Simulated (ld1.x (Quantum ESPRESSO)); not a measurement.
# An all-electron radial function and its pseudo partner (Zn (Z = 30))

Columns: radius, all-electron u(r) and pseudo u(r) of the 3d shell (level -10.14 eV) of zinc in the configuration [Ne] 3s2 3p6 3d10 4s2 4p0; PBE, scalar-relativistic, RRKJ scheme, ld1.x (Quantum ESPRESSO) 7.5.

| r (bohr) | all-electron | pseudo |
| --- | --- | --- |
| 0.047 | 0.0204 | 0.0056 |
| 0.095 | 0.1095 | 0.0433 |
| 0.142 | 0.2485 | 0.1316 |
| 0.190 | 0.4110 | 0.2759 |
| 0.237 | 0.5662 | 0.4537 |
| 0.285 | 0.7061 | 0.6441 |
| 0.332 | 0.8185 | 0.8105 |
| 0.380 | 0.9068 | 0.9392 |
| 0.427 | 0.9687 | 1.0178 |
| 0.475 | 1.0093 | 1.0548 |
| 0.522 | 1.0303 | 1.0614 |
| 0.570 | 1.0360 | 1.0513 |
| 0.617 | 1.0296 | 1.0344 |
| 0.665 | 1.0138 | 1.0143 |
| 0.712 | 0.9916 | 0.9916 |
| 0.760 | 0.9640 | 0.9640 |
| 0.807 | 0.9337 | 0.9337 |
| 0.855 | 0.9006 | 0.9006 |
| 0.902 | 0.8671 | 0.8671 |
| 0.950 | 0.8324 | 0.8324 |
| 0.997 | 0.7984 | 0.7984 |
| 1.045 | 0.7642 | 0.7642 |
| 1.092 | 0.7313 | 0.7313 |
| 1.140 | 0.6987 | 0.6987 |
| 1.187 | 0.6677 | 0.6677 |
| 1.235 | 0.6372 | 0.6372 |

(1) How many radial nodes do the two functions have?

(2) At about which radius was the pseudo-wave matched?

(3) Is the pseudo-wave norm-conserving?

Results:

(1) The all-electron 3d function has n − l − 1 = 0; the pseudo-wave has 0.

(2) 0.70 bohr, where the columns begin to agree (steps of 0.05 bohr).

(3) Yes: the RRKJ scheme keeps the norm inside the radius equal to the all-electron one, which fixes the energy derivative of the logarithmic derivative at the level.
